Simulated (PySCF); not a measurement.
Nb(NMe)(NH2)3, CH9N4Nb (singlet state).
Bonds: Nb1–N2, Nb1–N7, Nb1–N10, Nb1–N13, N2–C3. Hydrogens: H4, H5, H6 on C3; H8, H9 on N7; H11, H12 on N10; H14, H15 on N13.

Method used: PySCF, PBE0-D3(BJ)/def2-SVP geometry optimisation, gas phase, def2 core potentials past Kr.

Q: How far are the bound atoms from Nb1?

A: 4 atoms: N2 1.752 Å, N10 1.994 Å, N7 1.995 Å, N13 1.995 Å. The nearest atom not counted as bound is H11, at 2.69 Å (others tie with it).

Q: List the angles at Nb1.

A: 
| angle | degrees | distance of the outer atoms (Å) |
| --- | --- | --- |
| N10–Nb1–N13 | 111.3 | 3.29 |
| N7–Nb1–N10 | 111.3 | 3.29 |
| N7–Nb1–N13 | 110.9 | 3.29 |
| N2–Nb1–N7 | 108.0 | 3.03 |
| N2–Nb1–N13 | 107.6 | 3.03 |
| N2–Nb1–N10 | 107.6 | 3.03 |

Q: What is the shape at Nb1?

A: Tetrahedral: angles from 107.6° to 111.3°; τ4 = (360° − α − β)/141° = 0.97 with α and β the two widest (0 for a square, 1 for a tetrahedron). The Nb–N distances aren't all alike: 1.752 to 1.995 Å.

Q: What are the other bond lengths?

A: N2–C3 1.416 Å; C3–H4, C3–H5, C3–H6 1.105 Å; N7–H8 and 5 like bonds 1.017 Å.

Q: Give some angles away from the centre.

A: Nb1–N2–C3 179.0°.

Charge 0, singlet. Stationary, but not proved a minimum.
